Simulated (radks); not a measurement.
Values are calculated unless marked as measured or tabulated.
Question: Ionisation of Sc+, [Ar] 3d1 4s1, to Sc2+, [Ar] 3d1, under several functionals. Scalar-relativistic Kohn-Sham, spin-polarised, spherical densities, finite nucleus; open shells are filled with parallel spins first; a radial shooting solver on a logarithmic mesh with Libxc functionals. The NIST Atomic Spectra Database gives 12.800 eV (measured). Rank these functionals by the error of their Delta-SCF ionisation energy: SCAN; LDA (Slater exchange, Perdew-Wang correlation); TASK exchange with Perdew-Wang LDA correlation; PBEsol; MS2 meta-GGA; AM05; r2SCAN; revPBE.

Answer: From best to worst: r2SCAN 12.970 eV (+0.171); MS2 meta-GGA 12.976 eV (+0.176); revPBE 13.043 eV (+0.243); SCAN 13.066 eV (+0.266); AM05 13.074 eV (+0.275); PBEsol 13.093 eV (+0.293); TASK exchange with Perdew-Wang LDA correlation 12.303 eV (-0.497); LDA (Slater exchange, Perdew-Wang correlation) 13.323 eV (+0.523). Open shells are spherical and high-spin; term and fine-structure splittings are not resolved.
